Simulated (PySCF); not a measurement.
## Basis set benchmark on one molecule

Molecule: `InChI=1S/C4H12Cl2Si2/c1-7(2,5)8(3,4)6/h1-4H3`.

Mapped SMILES: `[CH3:1][Si:2]([CH3:3])([Cl:4])[Si:5]([CH3:6])([CH3:7])[Cl:8]`. Each H is labelled by its parent atom.

Geometry PBE0-D3(BJ)/def2-SVP throughout; GIAO in PySCF 2.14.0 with density-fitted response routines, gas phase, one conformer, non-relativistic; equivalent atoms averaged; functional PBE0.

Reference values (measured; solution; U. Herzog, Habilitationsschrift, TU Bergakademie Freiberg, 2002/2003): δ(Si2/Si5) = 17.4 ppm vs TMS. Computed shifts are taken against TMS, calculated as an isolated molecule at each level.

How do the basis sets STO-3G, pcSseg-0, 6-31G, 6-31G*, cc-pVDZ, def2-SVP, pcSseg-1, aug-cc-pVDZ, 6-311+G(2d,p) perform against the reference? Times are CPU seconds on 1 thread of an Arm Neoverse V1, shared host.

Results:


```
    basis set  functions  Si2/Si5  abs. error Si  core-s
       STO-3G         68     27.8           10.4      12
     pcSseg-0        112     42.7           25.3      20
        6-31G        112     58.0           40.6      22
       6-31G*        152     43.6           26.2      27
      cc-pVDZ        188     34.0           16.6      54
     def2-SVP        188     33.6           16.2      50
     pcSseg-1        224     30.0           12.6      58
  aug-cc-pVDZ        308     26.9            9.5     110
6-311+G(2d,p)        320     25.6            8.2     100
```

For ²⁹Si the closest is 6-311+G(2d,p) (8.2 ppm) and the furthest 6-31G (40.6 ppm). Where a smaller basis beats a larger one, errors probably cancel. One molecule is a small sample, and vibrational and solvent effects are absent from the calculation.

A small basis that lands close on one nucleus may do so by chance; judge by the trend and by all nuclei.
